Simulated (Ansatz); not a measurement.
Ansatz (a program for electronic structure) input (HF/3-21G): The .json file is the Basis Set Exchange's 3-21G.

Ansatz 0.2 input:
```yaml
crystal:
  periodic: [false, false, false]
  atoms:
    - {symbol: C, position_ang: [1.42504369, -0.51731779, -0.20261073]}
    - {symbol: B, position_ang: [-0.00678093, 0.11627971, 0.02938538]}
    - {symbol: C, position_ang: [-1.35383397, -0.70378999, -0.10597888]}
    - {symbol: O, position_ang: [-0.08466057, 1.45176382, 0.36687936]}
    - {symbol: H, position_ang: [2.23822224, 0.18747303, -0.06852199]}
    - {symbol: H, position_ang: [1.58031919, -1.34880658, 0.48298431]}
    - {symbol: H, position_ang: [1.49310847, -0.92619412, -1.20944339]}
    - {symbol: H, position_ang: [-1.34897743, -1.54537241, 0.58484679]}
    - {symbol: H, position_ang: [-1.43618814, -1.12275995, -1.10758091]}
    - {symbol: H, position_ang: [-2.24255338, -0.11320236, 0.08729115]}
basis:
  gaussian:
    orbitals: 3-21G.json
hamiltonian:
  xc: {name: HF}
magnetization: {spin_polarized: true, initial_magnetization: 1}
phonons: {temperatures: {t_min: 298.15, t_max: 298.15, t_step: 100}}
```

Output:

```
Functional definition: HF
integrals: 0.01 GiB planned
636 factors; integrals over basis functions are off by at most 5.3e-4 eV
mean field: 0.14 GiB planned
mean field evaluation 1: about -4833.4405 eV, gradient 2.6e1 eV
mean field evaluation 2: about -4833.6004 eV, gradient 2.6e1 eV
mean field evaluation 4: about -4838.3936 eV, gradient 5.1e0 eV
mean field evaluation 8: about -4839.1246 eV, gradient 4.2e-1 eV
mean field evaluation 16: about -4838.4960 eV, gradient 2.8e0 eV
mean field evaluation 32: about -4837.9520 eV, gradient 2.1e-1 eV
mean field -4839.12787625 eV, -177.8346693736 hartree, gradient 1.5e-5 eV, S^2 0.759304; 0 other end points of the search recorded, 0 dependent functions left out
the calculation of the forces begins
reference -4839.12787625 eV, -177.8346693736 hartree; 16, 15 occupied and 32, 33 virtual orbitals, 636 factors
these checks for a lower state are left out or cut short: stability, starts, cluster_reference, orbital_swaps, neighbouring_geometries, increment
integrals: 0.01 GiB planned
636 factors; integrals over basis functions are off by at most 5.3e-4 eV
mean field: 0.14 GiB planned
mean field evaluation 64: about -4838.9223 eV, gradient 5.3e-1 eV
mean field -4839.12770231 eV, -177.8346629815 hartree, gradient 3.3e-6 eV, S^2 0.759292; 0 other end points of the search recorded, 0 dependent functions left out
the calculation of the forces begins
reference -4839.12770231 eV, -177.8346629815 hartree; 16, 15 occupied and 32, 33 virtual orbitals, 636 factors
these checks for a lower state are left out or cut short: stability, starts, cluster_reference, orbital_swaps, neighbouring_geometries, increment
integrals: 0.01 GiB planned
636 factors; integrals over basis functions are off by at most 5.3e-4 eV
mean field: 0.14 GiB planned
mean field -4839.12770429 eV, -177.8346630541 hartree, gradient 3.4e-6 eV, S^2 0.759316; 0 other end points of the search recorded, 0 dependent functions left out
the calculation of the forces begins
reference -4839.12770429 eV, -177.8346630541 hartree; 16, 15 occupied and 32, 33 virtual orbitals, 636 factors
these checks for a lower state are left out or cut short: stability, starts, cluster_reference, orbital_swaps, neighbouring_geometries, increment
integrals: 0.01 GiB planned
636 factors; integrals over basis functions are off by at most 5.3e-4 eV
mean field: 0.14 GiB planned
mean field -4839.12771597 eV, -177.8346634835 hartree, gradient 3.1e-6 eV, S^2 0.759318; 0 other end points of the search recorded, 0 dependent functions left out
the calculation of the forces begins
reference -4839.12771597 eV, -177.8346634835 hartree; 16, 15 occupied and 32, 33 virtual orbitals, 636 factors
these checks for a lower state are left out or cut short: stability, starts, cluster_reference, orbital_swaps, neighbouring_geometries, increment
integrals: 0.01 GiB planned
636 factors; integrals over basis functions are off by at most 5.3e-4 eV
mean field: 0.14 GiB planned
mean field -4839.12771259 eV, -177.8346633591 hartree, gradient 2.8e-6 eV, S^2 0.759289; 0 other end points of the search recorded, 0 dependent functions left out
the calculation of the forces begins
reference -4839.12771259 eV, -177.8346633591 hartree; 16, 15 occupied and 32, 33 virtual orbitals, 636 factors
these checks for a lower state are left out or cut short: stability, starts, cluster_reference, orbital_swaps, neighbouring_geometries, increment
integrals: 0.01 GiB planned
636 factors; integrals over basis functions are off by at most 5.3e-4 eV
mean field: 0.14 GiB planned
mean field -4839.12775258 eV, -177.8346648288 hartree, gradient 9.6e-6 eV, S^2 0.759272; 0 other end points of the search recorded, 0 dependent functions left out
the calculation of the forces begins
reference -4839.12775258 eV, -177.8346648288 hartree; 16, 15 occupied and 32, 33 virtual orbitals, 636 factors
these checks for a lower state are left out or cut short: stability, starts, cluster_reference, orbital_swaps, neighbouring_geometries, increment
integrals: 0.01 GiB planned
636 factors; integrals over basis functions are off by at most 5.3e-4 eV
mean field: 0.14 GiB planned
mean field evaluation 96: about -4838.9223 eV, gradient 5.4e-1 eV
mean field -4839.12775693 eV, -177.8346649885 hartree, gradient 9.3e-6 eV, S^2 0.759337; 0 other end points of the search recorded, 0 dependent functions left out
the calculation of the forces begins
reference -4839.12775693 eV, -177.8346649885 hartree; 16, 15 occupied and 32, 33 virtual orbitals, 636 factors
these checks for a lower state are left out or cut short: stability, starts, cluster_reference, orbital_swaps, neighbouring_geometries, increment
integrals: 0.01 GiB planned
636 factors; integrals over basis functions are off by at most 5.3e-4 eV
mean field: 0.14 GiB planned
mean field -4839.12782658 eV, -177.8346675482 hartree, gradient 8.0e-6 eV, S^2 0.759324; 0 other end points of the search recorded, 0 dependent functions left out
the calculation of the forces begins
reference -4839.12782658 eV, -177.8346675482 hartree; 16, 15 occupied and 32, 33 virtual orbitals, 636 factors
these checks for a lower state are left out or cut short: stability, starts, cluster_reference, orbital_swaps, neighbouring_geometries, increment
integrals: 0.01 GiB planned
636 factors; integrals over basis functions are off by at most 5.3e-4 eV
mean field: 0.14 GiB planned
mean field -4839.12783103 eV, -177.8346677118 hartree, gradient 8.2e-6 eV, S^2 0.759284; 0 other end points of the search recorded, 0 dependent functions left out
the calculation of the forces begins
reference -4839.12783103 eV, -177.8346677118 hartree; 16, 15 occupied and 32, 33 virtual orbitals, 636 factors
these checks for a lower state are left out or cut short: stability, starts, cluster_reference, orbital_swaps, neighbouring_geometries, increment
integrals: 0.01 GiB planned
636 factors; integrals over basis functions are off by at most 5.3e-4 eV
mean field: 0.14 GiB planned
mean field -4839.12781598 eV, -177.8346671586 hartree, gradient 2.5e-6 eV, S^2 0.759303; 0 other end points of the search recorded, 0 dependent functions left out
the calculation of the forces begins
reference -4839.12781598 eV, -177.8346671586 hartree; 16, 15 occupied and 32, 33 virtual orbitals, 636 factors
these checks for a lower state are left out or cut short: stability, starts, cluster_reference, orbital_swaps, neighbouring_geometries, increment
integrals: 0.01 GiB planned
636 factors; integrals over basis functions are off by at most 5.3e-4 eV
mean field: 0.14 GiB planned
mean field -4839.12781716 eV, -177.8346672019 hartree, gradient 2.6e-6 eV, S^2 0.759305; 0 other end points of the search recorded, 0 dependent functions left out
the calculation of the forces begins
reference -4839.12781716 eV, -177.8346672019 hartree; 16, 15 occupied and 32, 33 virtual orbitals, 636 factors
these checks for a lower state are left out or cut short: stability, starts, cluster_reference, orbital_swaps, neighbouring_geometries, increment
integrals: 0.01 GiB planned
636 factors; integrals over basis functions are off by at most 5.3e-4 eV
mean field: 0.14 GiB planned
mean field evaluation 128: about -4838.9225 eV, gradient 5.2e-1 eV
mean field -4839.12783016 eV, -177.8346676796 hartree, gradient 2.6e-6 eV, S^2 0.759304; 0 other end points of the search recorded, 0 dependent functions left out
the calculation of the forces begins
reference -4839.12783016 eV, -177.8346676796 hartree; 16, 15 occupied and 32, 33 virtual orbitals, 636 factors
these checks for a lower state are left out or cut short: stability, starts, cluster_reference, orbital_swaps, neighbouring_geometries, increment
integrals: 0.01 GiB planned
636 factors; integrals over basis functions are off by at most 5.3e-4 eV
mean field: 0.14 GiB planned
mean field -4839.12783463 eV, -177.8346678439 hartree, gradient 2.5e-6 eV, S^2 0.759304; 0 other end points of the search recorded, 0 dependent functions left out
the calculation of the forces begins
reference -4839.12783463 eV, -177.8346678439 hartree; 16, 15 occupied and 32, 33 virtual orbitals, 636 factors
these checks for a lower state are left out or cut short: stability, starts, cluster_reference, orbital_swaps, neighbouring_geometries, increment
integrals: 0.01 GiB planned
636 factors; integrals over basis functions are off by at most 5.3e-4 eV
mean field: 0.14 GiB planned
mean field -4839.12785901 eV, -177.8346687398 hartree, gradient 2.0e-6 eV, S^2 0.759303; 0 other end points of the search recorded, 0 dependent functions left out
the calculation of the forces begins
reference -4839.12785901 eV, -177.8346687398 hartree; 16, 15 occupied and 32, 33 virtual orbitals, 636 factors
these checks for a lower state are left out or cut short: stability, starts, cluster_reference, orbital_swaps, neighbouring_geometries, increment
integrals: 0.01 GiB planned
636 factors; integrals over basis functions are off by at most 5.3e-4 eV
mean field: 0.14 GiB planned
mean field -4839.12785783 eV, -177.8346686966 hartree, gradient 2.0e-6 eV, S^2 0.759305; 0 other end points of the search recorded, 0 dependent functions left out
the calculation of the forces begins
reference -4839.12785783 eV, -177.8346686966 hartree; 16, 15 occupied and 32, 33 virtual orbitals, 636 factors
these checks for a lower state are left out or cut short: stability, starts, cluster_reference, orbital_swaps, neighbouring_geometries, increment
integrals: 0.01 GiB planned
636 factors; integrals over basis functions are off by at most 5.3e-4 eV
mean field: 0.14 GiB planned
mean field -4839.12780368 eV, -177.8346667066 hartree, gradient 2.8e-6 eV, S^2 0.759305; 0 other end points of the search recorded, 0 dependent functions left out
the calculation of the forces begins
reference -4839.12780368 eV, -177.8346667066 hartree; 16, 15 occupied and 32, 33 virtual orbitals, 636 factors
these checks for a lower state are left out or cut short: stability, starts, cluster_reference, orbital_swaps, neighbouring_geometries, increment
integrals: 0.01 GiB planned
636 factors; integrals over basis functions are off by at most 5.3e-4 eV
mean field: 0.14 GiB planned
mean field evaluation 160: about -4839.1278 eV, gradient 1.9e-5 eV
mean field -4839.12780670 eV, -177.8346668177 hartree, gradient 2.8e-6 eV, S^2 0.759302; 0 other end points of the search recorded, 0 dependent functions left out
the calculation of the forces begins
reference -4839.12780670 eV, -177.8346668177 hartree; 16, 15 occupied and 32, 33 virtual orbitals, 636 factors
these checks for a lower state are left out or cut short: stability, starts, cluster_reference, orbital_swaps, neighbouring_geometries, increment
integrals: 0.01 GiB planned
636 factors; integrals over basis functions are off by at most 5.3e-4 eV
mean field: 0.14 GiB planned
mean field -4839.12782421 eV, -177.8346674613 hartree, gradient 2.2e-6 eV, S^2 0.759305; 0 other end points of the search recorded, 0 dependent functions left out
the calculation of the forces begins
reference -4839.12782421 eV, -177.8346674613 hartree; 16, 15 occupied and 32, 33 virtual orbitals, 636 factors
these checks for a lower state are left out or cut short: stability, starts, cluster_reference, orbital_swaps, neighbouring_geometries, increment
integrals: 0.01 GiB planned
636 factors; integrals over basis functions are off by at most 5.3e-4 eV
mean field: 0.14 GiB planned
mean field -4839.12782165 eV, -177.8346673668 hartree, gradient 2.1e-6 eV, S^2 0.759303; 0 other end points of the search recorded, 0 dependent functions left out
the calculation of the forces begins
reference -4839.12782165 eV, -177.8346673668 hartree; 16, 15 occupied and 32, 33 virtual orbitals, 636 factors
Total energy: -4839.12787625 eV, -177.8346693736 hartree
Atom 0 at     1.425044    -0.517318    -0.202611 Å, force     0.000983    -0.000367    -0.000142 eV/Å
Atom 1 at    -0.006781     0.116280     0.029385 Å, force    -0.000080     0.001364     0.000345 eV/Å
Atom 2 at    -1.353834    -0.703790    -0.105979 Å, force    -0.000933    -0.000495    -0.000076 eV/Å
Atom 3 at    -0.084661     1.451764     0.366879 Å, force    -0.000086     0.001468     0.000371 eV/Å
Atom 4 at     2.238222     0.187473    -0.068522 Å, force    -0.001274    -0.000282    -0.000005 eV/Å
Atom 5 at     1.580319    -1.348807     0.482984 Å, force     0.000243    -0.000529     0.000484 eV/Å
Atom 6 at     1.493108    -0.926194    -1.209443 Å, force     0.000183    -0.000234    -0.000696 eV/Å
Atom 7 at    -1.348977    -1.545372     0.584847 Å, force    -0.000137    -0.000555     0.000497 eV/Å
Atom 8 at    -1.436188    -1.122760    -1.107581 Å, force    -0.000197    -0.000260    -0.000683 eV/Å
Atom 9 at    -2.242553    -0.113202     0.087291 Å, force     0.001296    -0.000110    -0.000094 eV/Å
Dipole moment:     0.020418    -0.350126    -0.088481 e Å
Vibrations: 21.18 88.54 304.04 354.66 418.48 735.61 851.00 911.27 1015.07 1085.09 1208.79 1437.95 1509.74 1518.16 1621.01 1629.16 1644.22 1645.16 3168.55 3171.57 3212.61 3218.15 3254.23 3254.72 cm⁻¹, zero-point energy 2.311003 eV
```

The blocks after the first are displaced geometries, from whose forces the wavenumbers follow.
